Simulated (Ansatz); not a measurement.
Si21H28, a nanocrystal cut from hexagonal silicon. Charge 0, multiplicity 3. Geometry PBE-D4/def2-SVP, that of the neutral singlet; atoms count from 1.

```
atom   x (Å)   y (Å)   z (Å)
 Si1   3.605   2.846   0.602
 Si2   2.622   1.717  -1.232
 Si3   3.094  -2.467   0.099
 Si4   2.148  -3.604  -1.752
 Si5   2.448   0.052   2.958
 Si6   2.428   2.375   2.586
 Si7   1.498  -1.068   1.107
 Si8   0.768   0.471  -0.510
 Si9  -0.097  -2.954  -2.027
Si10  -0.172  -0.631  -2.378
Si11   0.188   3.047   2.328
Si12  -0.774   1.946   0.471
Si13  -1.409   3.511  -1.161
Si14  -2.389   0.090  -2.670
Si15  -2.385   2.417  -3.022
Si16  -0.362  -2.329   1.787
Si17  -1.319  -3.439  -0.074
Si18  -1.908  -0.853   2.773
Si19  -2.637   0.689   1.150
Si20  -3.551  -2.755  -0.378
Si21  -3.589  -0.425  -0.711
 H22   5.042   2.414   0.757
 H23   3.589   4.334   0.352
 H24   3.627   0.790  -1.871
 H25   2.177   2.711  -2.276
 H26   4.265  -1.631  -0.354
 H27   3.599  -3.464   1.112
 H28   2.926  -3.276  -3.003
 H29   2.228  -5.094  -1.528
 H30   3.864  -0.430   3.155
 H31   1.667  -0.275   4.208
 H32   3.063   3.099   3.751
 H33  -0.726  -3.668  -3.202
 H34   0.646  -0.273  -3.599
 H35   0.115   4.539   2.112
 H36  -0.593   2.719   3.577
 H37  -0.190   4.286  -1.601
 H38  -2.390   4.490  -0.565
 H39  -3.011  -0.632  -3.842
 H40  -1.601   2.737  -4.270
 H41  -3.798   2.911  -3.217
 H42   0.076  -3.362   2.800
 H43  -1.267  -4.927   0.181
 H44  -1.237  -0.108   3.902
 H45  -3.080  -1.617   3.339
 H46  -3.672   1.612   1.750
 H47  -4.139  -3.452  -1.580
 H48  -4.372  -3.117   0.836
 H49  -5.016   0.048  -0.870
```

Single mean-field runs in def2-SVP are fitted with def2-universal-jkfit. At PBE0-D4/def2-SVP a singlet of charge 0 lies 4.40 eV below the triplet at the same geometry.

Question: Estimate the Mulliken populations of the heavy atoms from the PBE0/def2-SVP orbitals of Ansatz.

Answer: 
```
atom  charge (e)  spin (α − β)
 Si1        0.07          0.01
 Si2        0.12          0.06
 Si3        0.13          0.11
 Si4        0.09          0.07
 Si5        0.16          0.01
 Si6       -0.14          0.01
 Si7       -0.24          0.09
 Si8       -0.27          0.29
 Si9       -0.04          0.06
Si10        0.01          0.20
Si11        0.16          0.01
Si12       -0.24          0.09
Si13        0.13          0.11
Si14       -0.04          0.06
Si15        0.09          0.07
Si16        0.00          0.08
Si17       -0.06          0.08
Si18        0.12          0.04
Si19        0.00          0.08
Si20        0.13          0.01
Si21       -0.06          0.08
```
Mulliken values depend strongly on the basis.

Question: Where does the spin sit?

Answer: Summed by element: Si 1.60, H 0.40, of 2 unpaired in all. Largest on single atoms: Si8 0.29, Si10 0.20, Si3 0.11.

Question: And the Mayer bond orders between heavy atoms (over 0.3)?

Answer: Si1–Si2 0.93 (2.37 Å); Si1–Si6 0.93 (2.36 Å); Si2–Si8 0.82 (2.35 Å); Si3–Si4 0.96 (2.37 Å); Si3–Si7 0.82 (2.35 Å); Si4–Si9 0.87 (2.35 Å); Si5–Si6 0.92 (2.35 Å); Si5–Si7 0.89 (2.36 Å); Si6–Si11 0.92 (2.35 Å); Si7–Si8 0.81 (2.35 Å); Si7–Si16 0.94 (2.35 Å); Si8–Si10 1.00 (2.36 Å); Si8–Si12 0.81 (2.35 Å); Si9–Si10 0.83 (2.35 Å); Si9–Si17 0.93 (2.35 Å); Si10–Si14 0.83 (2.35 Å); Si11–Si12 0.89 (2.36 Å); Si12–Si13 0.82 (2.35 Å); Si12–Si19 0.94 (2.35 Å); Si13–Si15 0.96 (2.37 Å); Si14–Si15 0.87 (2.35 Å); Si14–Si21 0.93 (2.35 Å); Si16–Si17 0.94 (2.37 Å); Si16–Si18 0.92 (2.35 Å); Si17–Si20 0.93 (2.35 Å); Si18–Si19 0.92 (2.35 Å); Si19–Si21 0.94 (2.37 Å); Si20–Si21 0.93 (2.35 Å).
